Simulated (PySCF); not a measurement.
Species: W(NH)2(CH2SiH3)2, C2H12N2Si2W (singlet state).
Bonds: W1–N2, W1–N4, W1–C6, W1–C13, C6–Si7, C13–Si14. Hydrogens: H3 on N2; H5 on N4; H8, H9 on C6; H10, H11, H12 on Si7; H15, H16 on C13; H17, H18, H19 on Si14.

The calculation used PySCF 2.14.0, PBE0-D3(BJ)/def2-SVP geometry optimisation, gas phase, def2 core potentials past Kr.

(1) List the bond lengths, angles and torsions at this level.

Answers

(1) 
| bond | length (Å) |
| --- | --- |
| W1–N2, W1–N4 | 1.750 |
| W1–C6, W1–C13 | 2.116 |
| N2–H3, N4–H5 | 1.015 |
| C6–Si7, C13–Si14 | 1.880 |
| C6–H8 and 3 like bonds | 1.107 |
| Si7–H10 and 5 like bonds | 1.496 |

Bonds in one row agree within 0.01 Å and their mean is given. A selection of angles:
| angle | degrees |
| --- | --- |
| N2–W1–N4 | 113.6 |
| N2–W1–C6 | 107.3 |
| C6–W1–C13 | 114.5 |
| W1–N2–H3 | 154.6 |
| W1–C6–Si7 | 117.6 |
| W1–C6–H8 | 106.8 |
| Si7–C6–H8 | 108.3 |
| H8–C6–H9 | 108.8 |
| C6–Si7–H10 | 110.4 |
| C6–Si7–H11 | 110.6 |
| H10–Si7–H11 | 108.8 |
| H10–Si7–H12 | 108.0 |

Dihedral angles: N2–W1–C6–Si7 60° (synclinal); N2–W1–C13–Si14 -58° (synclinal); H3–N2–W1–N4 0° (synperiplanar); H5–N4–W1–N2 0° (synperiplanar). The mirror-image conformer, all signs reversed, is as good.

Si7 (silicon bonded to C and 3 H) is tetrahedral (angles from 107.8° to 111.1°). N2 (nitrogen bonded to W and H) is bent (angle 154.6°). W1 (tungsten bonded to 2 C and 2 N) is distorted tetrahedral (angles from 107.0° to 114.5°).

Point group: near Cs, missed by 0.09 Å at most; the miss may be what the optimiser left on a soft mode. Stationary, but not proved a minimum. Torsions: N4–W1–N2–H 0°, N2–W1–N4–H 0°, N2–W1–C6–Si7 60°, N2–W1–C13–Si14 -58°.
